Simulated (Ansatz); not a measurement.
Isolated molecules relaxed with PBE0-D4/def2-TZVP in Ansatz; ΔE leaves out vibrations. CCSD(T)/CBS adds triple-zeta CCSD(T) − MP2 to the extrapolated MP2 energy (def2 sets, frozen cores). This one scheme is used for every species. Functionals use def2-TZVPP. B3LYP here is the variant with VWN-RPA as its local correlation; programs differ in this. Elements past krypton have def2 core potentials. For Sn outer-core shells are correlated without core-valence functions, which leaves a few kJ/mol of doubt a bond. Each species was taken in one conformer, which may not be the lowest.

Reaction (stannylene formation by 1,1-elimination): `[F][Sn]([F])([SH])[SH]` → F₂ + `[SH][Sn][SH]`

| level | ΔE (kJ/mol) | difference from CCSD(T)/CBS |
| --- | --- | --- |
| PBE-D4 | 569.4 | -61.8 |
| r2SCAN-D4 | 611.2 | -20.0 |
| PBE0-D4 | 602.7 | -28.5 |
| ωB97M-V | 615.4 | -15.8 |
| B2PLYP | 605.5 | -25.7 |
| PBE | 565.3 | -65.9 |
| PBE0 | 598.8 | -32.4 |
| B3LYP | 580.6 | -50.6 |
| HF/def2-TZVPP | 656.5 | 25.3 |
| MP2/def2-TZVPP | 637.1 | 5.9 |
| SCS-MP2/def2-TZVPP | 619.6 | -11.6 |
| CCSD/def2-TZVPP | 616.7 | -14.5 |
| CCSD(T)/def2-TZVPP | 610.1 | -21.1 |
| HF/def2-QZVPP | 666.5 | 35.3 |
| MP2/def2-QZVPP | 652.7 | 21.5 |
| CCSD/CBS(def2) | 637.8 | 6.6 |
| CCSD(T)/CBS | 631.2 | 0 |

Largest T1 diagnostic among the species: 0.016.

From PBE to PBE0 (25 % exact exchange), in def2-TZVPP and without D4, ΔE moves by +33.6 kJ/mol. The D4 term adds +6.3 kJ/mol with B3LYP and +3.8 kJ/mol with PBE0; it sums over pairs of atoms, weighted by their polarisabilities, and B3LYP, whose exchange is more repulsive, gets the larger term.
